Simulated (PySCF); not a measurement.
CH₇ClO₂Si₂. Atoms are numbered in the order given.

```xyz
13

C     -2.6154    -0.9318     0.8729
Si    -1.3777     0.0683    -0.1150
O     -1.2233     1.6456     0.4779
Si     0.8636    -0.4975     0.2557
O      1.3211     0.6494     1.3638
Cl     1.9125    -0.3097    -1.5323
H     -3.6334    -0.5201     0.7843
H     -2.3427    -0.9517     1.9391
H     -2.6420    -1.9709     0.5064
H     -1.7898     0.0935    -1.5542
H     -1.9395     2.2686     0.3233
H      1.2018    -1.8379     0.8005
H      0.7388     1.4236     1.3094
```
Charge 0, spin multiplicity 1.

Geometry: PBE0-D3(BJ)/def2-SVP. The structure was generated by enumeration; whether it is a known compound was not checked. Other conformers were not sampled.

The numbers are results of PBE/pcSseg-1 in PySCF, not measurements.

GIAO shieldings, no solvent; atoms alike by connectivity are averaged. δ = σ(ref) − σ: ¹³C against TMS (σ = 182.0 ppm); ²⁹Si against TMS (σ = 335.4 ppm); ¹⁷O against H2O (σ = 334.3 ppm); ³⁵Cl against HCl (σ = 936.5 ppm); ¹H against TMS (σ = 31.49 ppm), references at their B3LYP-D3(BJ)/def2-TZVP geometries, non-relativistic (without spin–orbit terms, shifts of atoms bonded to Cl or Br come out too high).

Computed chemical shifts:
```
nucleus       atoms  count  δ (ppm)
-------  ----------  -----  -------
¹³C              C1      1      3.6
²⁹Si            Si4      1      4.3
²⁹Si            Si2      1      0.1
¹⁷O              O5      1     74.5
¹⁷O              O3      1     23.0
³⁵Cl            Cl6      1     97.6
¹H              H12      1     6.04
¹H              H10      1     5.60
¹H              H13      1     4.31
¹H              H11      1     1.02
¹H       H7, H8, H9      3     0.66
```
